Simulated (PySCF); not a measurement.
**Dipole response of Kr²⁺ (krypton, charge +2)**

[Ar] 3d10 4s2 4p3 4d1, high-spin 5D determinant (an excited configuration). Computed with PySCF 2.14 in aug-cc-pVTZ-DK (7s6p4d2f, 59 functions), with the spin-free X2C one-electron Hamiltonian (Gaussian nucleus). Coupled (time-dependent) response in atomic units; α is the mean over directions.

| method | mean α (bohr³) | α xx, yy, zz | C₆ (like pair) | S(−4) |
| --- | --- | --- | --- | --- |
| B97-3 | 13.59 | 16.62, 16.62, 7.540 | 61.77 | 224.8 |

S(−4) is the Cauchy moment in α(ω) = α(0) + S(−4) ω² + …

Spin-orbit coupling is absent.

α(iu) at B97-3:

```tsv
u (hartree)	α(iu) (bohr³)
0	13.59
0.0500	13.07
0.100	11.92
0.200	9.695
0.300	8.212
0.500	6.283
0.750	4.617
1.00	3.444
1.50	2.047
2.00	1.334
3.00	0.6944
5.00	0.2936
```

A single London oscillator, α(iu) = α/(1 + u²/ω²), gives C₆ = (3/4) ω α². Matching the computed C₆ needs ω = 4 × 61.77 / (3 × 13.59²) = 0.446 hartree.

For an ion, C₆ is the dispersion term alone; charge-induced terms of lower order in 1/R come first.

The components differ because the open shell of this determinant is not spherical; for a pure term their mean is the scalar polarisability.

The outer electron is Rydberg-like, and this basis confines it to a smaller radius and binds it less than a complete one would.
